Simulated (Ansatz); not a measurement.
Computed with Ansatz on PBE0-D4/def2-TZVP structures; ΔE is electronic, products minus reactants. CBS: MP2 limit from def2 TZ/QZ plus the TZ coupled-cluster correction, frozen cores. DFT in def2-TZVPP. For Ge outer-core shells are correlated without core-valence functions, which leaves a few kJ/mol of doubt a bond. Scalar relativity is left out up to krypton. Each species was taken in one conformer, which may not be the lowest.

`[SiH3][GeH3]` + `COBO` → `[OH][GeH3]` + `COB[SiH3]`  (redistribution)

Q: Is it downhill or uphill in electronic energy at CCSD(T)/CBS, and by how much? (Estimate.)

A: The calculation gave: Uphill: ΔE = +154.8 kJ/mol.

Q: What do these levels give: r2SCAN0-D4, BLYP, r2SCANh, CCSD(T)/def2-SVP, HF/def2-TZVPP, CCSD/CBS(def2)? (Estimate.)

A: The calculation gave: r2SCAN0-D4 163.9, BLYP 151.5, r2SCANh 161.8, CCSD(T)/def2-SVP 168.3, HF/def2-TZVPP 154.5, CCSD/CBS(def2) 156.0 kJ/mol.

Largest T1 diagnostic among the species: 0.014.

From BLYP to BHLYP (50 % exact exchange), in def2-TZVPP and without D4, ΔE moves by +7.5 kJ/mol. At CCSD(T), def2-SVP lies +13.5 kJ/mol from the extrapolated value and def2-TZVPP −2.0 kJ/mol. Leaving LDA and LC-ωPBE aside and taking each functional with its dispersion term where it has one, the values, not all of them listed here, spread over 12.6 kJ/mol, from revPBE-D4 to r2SCAN0-D4. LDA lies +13.4 kJ/mol from PBE without D4.
